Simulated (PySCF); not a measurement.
r2SCANh single point of doublet ZrS₂⁻ at its PBE0 minimum.

Input, equivalent to the run apart from its starting density:

```python
from pyscf import gto, scf, dft
mol = gto.M(atom='''
Zr     0.000000    -0.489171     0.000000
S     -0.000000     0.686896     1.935067
S      0.000000     0.686896    -1.935067''',
    basis={'Zr': 'def2-SVPD', 'S': 'def2-SVPD'},
    ecp={'Zr': 'def2-SVPD'},
    charge=-1, spin=1)
mf = dft.UKS(mol, xc='HYB_MGGA_XC_R2SCANH')
mf.grids.atom_grid = (90, 434)
aux = {'Zr': 'def2-universal-JKFIT', 'S': 'def2-universal-JKFIT'}
mf = mf.density_fit(auxbasis=aux)
mf.conv_tol = 1e-08
mf.diis_space = 10
mf.max_cycle = 60
mf.verbose = 4
mf.kernel()
```

SCF log (excerpt):

```
init E= -843.282235764785
cycle= 1 E= -843.282698446702  delta_E= -0.000463  |g|= 0.0091  |ddm|= 0.122
cycle= 2 E= -843.282233234943  delta_E= 0.000465  |g|= 0.0277  |ddm|= 0.0475
cycle= 3 E= -843.282767225262  delta_E= -0.000534  |g|= 0.00285  |ddm|= 0.0389
cycle= 4 E= -843.282778721928  delta_E= -1.15e-05  |g|= 0.00104  |ddm|= 0.009
cycle= 5 E= -843.282783887915  delta_E= -5.17e-06  |g|= 0.000378  |ddm|= 0.0107
cycle= 6 E= -843.282784924884  delta_E= -1.04e-06  |g|= 0.00024  |ddm|= 0.00594
cycle= 7 E= -843.28278503649  delta_E= -1.12e-07  |g|= 7.49e-05  |ddm|= 0.00185
cycle= 8 E= -843.282785042015  delta_E= -5.52e-09  |g|= 4.04e-05  |ddm|= 0.000216
Extra cycle  E= -843.282785038885  delta_E= 3.13e-09  |g|= 8.5e-05  |ddm|= 0.000189
converged SCF energy = -843.282785038885  <S^2> = 0.75728571  2S+1 = 2.0072725
```

With open d or f shells other occupations or spin states may lie lower. The lowest empty level of this anion is unbound, so it and the gap depend on the basis.

This run, together with those of the ionised and electron-attached species (not shown), took 4.8 s on 2 threads of a shared Arm Neoverse V2 host, with 88 basis functions; the process peaked at 0.83 GiB. Launch command: `OMP_NUM_THREADS=2 python axn.py task.json out`.
